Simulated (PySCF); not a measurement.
# Do core-level shifts follow atomic charges?

Species: C3H6OSi.
Atom-mapped SMILES: `[CH:1]#[C:2][SiH2:3][O:4][CH3:5]`

Binding energies: delta-SCF UKS SCAN, pcX-2 on the ionised atom, pcseg-1 elsewhere, spin-free X2C in PySCF 2.14.0. Charges: PBE0/pcSseg-1 ground-state density, for the ionised atom.

```json
{"atom": "C2", "environment": "alkyne carbon", "C 1s (eV)": "290.40", "Mulliken (e)": "-0.216", "IAO (e)": "-0.359", "Hirshfeld (e)": "-0.159", "ESP (e)": "-0.163"}
{"atom": "C1", "environment": "terminal alkyne carbon", "C 1s (eV)": "290.72", "Mulliken (e)": "-0.182", "IAO (e)": "-0.175", "Hirshfeld (e)": "-0.078", "ESP (e)": "-0.332"}
{"atom": "C5", "environment": "methoxy carbon", "C 1s (eV)": "292.45", "Mulliken (e)": "-0.026", "IAO (e)": "-0.194", "Hirshfeld (e)": "-0.033", "ESP (e)": "-0.074"}
```

Q: How well does each charge scheme correlate with the binding energies over these sites?

A: Mulliken: r = 1.00, slope 10.9 eV per e; Hirshfeld: r = 0.86, slope 14.9 eV per e; ESP: r = 0.66, slope 5.6 eV per e; IAO: r = 0.54, slope 6.0 eV per e. Mulliken charges have the highest r, on only 3 points.

Q: The point-charge model writes a binding energy as kq + V + constant, with V the potential of the other atoms' charges at the site. What does it give with the Hirshfeld charges?

A: V = Σ 14.40 eV Å × q/r over all other atoms: +1.40 eV at C2, +0.36 eV at C1, +0.26 eV at C5. Fitting binding energy − V to q gives k = 24.3 eV per e and leaves an rms residual of 0.32 eV, against 0.46 eV for the fit on q alone. The model has no term for differences in relaxation between sites.

The unrestricted hole states depart most from a pure doublet (⟨S²⟩ = 0.75; over 0.85 named) for C 1s of C2 (0.86) and C 1s of C1 (0.86), which makes these values less certain. Isolated species at its PBE0-D3(BJ)/def2-SVP geometry (one conformer only).

Shape of the structure used: `[CH:1]#[C:2][SiH2:3][O:4][CH3:5]`: C2–Si3–O4–C5 -58°.
